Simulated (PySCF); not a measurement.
An unknown shows these calculated signals:

1H NMR (400 MHz, computed): δ 7.13 (m, 1H), 7.03 (m, 1H), 6.13 (m, 1H), 1.14 (s, 9H).

13C{1H} NMR (computed): δ 207.8 (C), 139.4 (CH2), 135.9 (CH), 45.4 (C), 27.5 (CH3).

Theoretical values (PySCF): GFN2-xTB structure, GIAO PBE0/pcSseg-1 shieldings. In vacuum, averaged over atoms made equivalent by symmetry, fast rotation or ring inversion, a single conformation, non-relativistic.

Chemical shifts δ = σref − σ; 1H (σ = 31.72 ppm) and 13C (σ = 186.93 ppm) vs TMS, all at this level.

Which of these does the molecule contain: a non-aromatic C=C double bond, an aldehyde, a heteroaromatic ring, a ketone, a tert-butyl group, a (CH3)2CH unit?

Answers


- A non-aromatic C=C double bond: yes.
- An aldehyde: no.
- A heteroaromatic ring: no.
- A ketone: yes (δC 207.8).
- A tert-butyl group: yes (δC 27.5, 45.4; δH 1.14 (s)).
- A (CH3)2CH unit: no.

The data belong to SMILES CC(C(C=C)=O)(C)C, C$_{7}$H$_{12}$O; they needn't prove each group on their own.

Carbon signals by region: 1 in the far downfield region (above 160 ppm), 2 in the sp2 and nitrile region (100–160 ppm), 2 below 50 ppm. Above 160 ppm: 207.8, ketone carbonyl carbon.

Shifts are as computed. Against solution values, carbons near 30 ppm lie about +3 ppm off and those near 130 ppm about +5 ppm. Of 1211 compounds with measured shifts, 218 miss one by over three times the rms of a fit or turn the order of signals round; such compounds aren't used in these exercises. No couplings were computed; multiplicities are counted from neighbouring protons, with m where these are inequivalent, close in shift, in a saturated or five-membered ring or joined by F or P, and br s for small geminal =CH2 splittings.
